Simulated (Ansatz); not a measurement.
C3H7AlO2, SMILES `C[CH]([AlH2])OC=O`, relaxed with RKS PBE0-D4/def2-TZVP in Ansatz from a PBE-D4/def2-SVP geometry. The force threshold is 0.005 eV/Å; the program also tests the step.

Charge 0, multiplicity 1.

Start:

```xyz
13

C    -0.156   -1.696    0.373
C     0.306   -0.264    0.503
Al    1.708    0.608   -0.595
O    -0.407    0.607   -0.538
C    -1.450    1.412   -0.153
O    -1.950    1.415    0.941
H     0.418   -2.314    1.095
H     0.034   -2.109   -0.638
H    -1.234   -1.820    0.612
H     0.057    0.174    1.490
H     2.197    2.064   -0.150
H     2.222   -0.130   -1.916
H    -1.744    2.052   -1.023
```

```tsv
step	energy (eV)	largest force (eV/Å)	largest move (Å)
1	-13907.3354	1.206	0.000
2	-13907.3893	0.264	0.034
3 (rejected)	-13907.3678	0.785	0.070
4	-13907.3947	0.313	0.035
5	-13907.3969	0.046	0.014
6	-13907.3971	0.029	0.003
7	-13907.3974	0.028	0.009
8	-13907.3975	0.036	0.005
9	-13907.3975	0.021	0.009
10 (rejected)	-13907.3975	0.051	0.009
11	-13907.3976	0.009	0.004
12	-13907.3976	0.009	0.010
13	-13907.3976	0.009	0.004
14	-13907.3976	0.005	0.006
```

End:

```xyz
13

C    -0.162   -1.680    0.378
C     0.318   -0.264    0.508
Al    1.681    0.612   -0.594
O    -0.382    0.606   -0.527
C    -1.423    1.386   -0.162
O    -1.951    1.364    0.902
H     0.398   -2.297    1.086
H     0.018   -2.082   -0.622
H    -1.225   -1.783    0.613
H     0.077    0.168    1.478
H     2.174    2.049   -0.145
H     2.183   -0.112   -1.911
H    -1.705    2.033   -1.005
```

Run time 52 s (4 threads of an Intel Xeon Platinum 8488C on a shared host); peak host memory 0.71 GiB.
